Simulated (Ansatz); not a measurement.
Ideal-gas functions of `[F][Ga][Br]` radical at 800 K and 1 bar, from an Ansatz frequency run at PBE0-D4/def2-TZVP.

Molar mass 168.62 g/mol, point group Cs (symmetry number 1), electronic degeneracy 2, moments of inertia 28.531, 282.871, 311.402 u Å². Harmonic wavenumbers (cm⁻¹, unscaled): 129, 283, 658.

Use S(trans) = R[1.5 ln M + 2.5 ln T − 1.1517]; rotational temperatures θ = 24.2544 K / I; S(rot) = R[ln(√π/σ · √(T³/θAθBθC)) + 1.5]; for each mode x = 1.438777 ν̃/T, S = R[x/(eˣ − 1) − ln(1 − e⁻ˣ)] and H = RT x/(eˣ − 1); 1 cm⁻¹ = 0.0119627 kJ/mol; R = 8.31446 J/(mol·K).

Problem. By hand: the entropy, in J/(mol·K).

Solution. Translation 193.3. Rotation: θ = 0.8501, 0.0857, 0.0779 K, giving 122.1. Vibration, mode by mode: 20.48, 14.02, 7.38, in all 41.9. Electronic 5.8. Sum 363.1 J/(mol·K).

Problem. By hand: H − E and G − E in kJ/mol, counted from the electronic energy.

Solution. Zero-point energy ½ × 1070 × 0.0119627 = 6.4; thermal vibration 14.5; translation, rotation and pV give 4 RT = 26.6. H − E = 47.5 kJ/mol, and G − E = 47.5 − 800 × 363.1/1000 = -243.0 kJ/mol.

Vibration gives 12 % of the entropy, 20.5 J/(mol·K) of it from the mode under 150 cm⁻¹: soft modes count most, and the harmonic formula is weakest for them.
